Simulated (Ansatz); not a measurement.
All numbers were calculated with Ansatz.

A structure relaxed at PBE0-D4/def2-TZVP, charge 0, multiplicity 1:

```xyz
10

B    -0.6666   -1.3991   -1.2946
Al    0.0361    0.0755    0.0703
N    -0.9562    1.4931    0.4694
N     1.6295   -0.0805    0.8384
H    -1.8042   -1.7819   -1.3124
H     0.0401   -1.9187   -2.1141
H    -0.6696    2.2915    1.0121
H    -1.9099    1.6082    0.1681
H     2.3006   -0.7889    0.5904
H     2.0003    0.5008    1.5724
```

Give its formula and SMILES.

AlBH6N2, `[BH2][Al]([NH2])[NH2]`.

Point group (tolerance 0.08 Å, 0.16 Å for H)?

C2.

Summarise the bond lengths by kind.

1 × Al–B 2.129 Å; 2 × B–H 1.200 Å; 2 × Al–N 1.776 Å; 4 × H–N 1.007 Å.
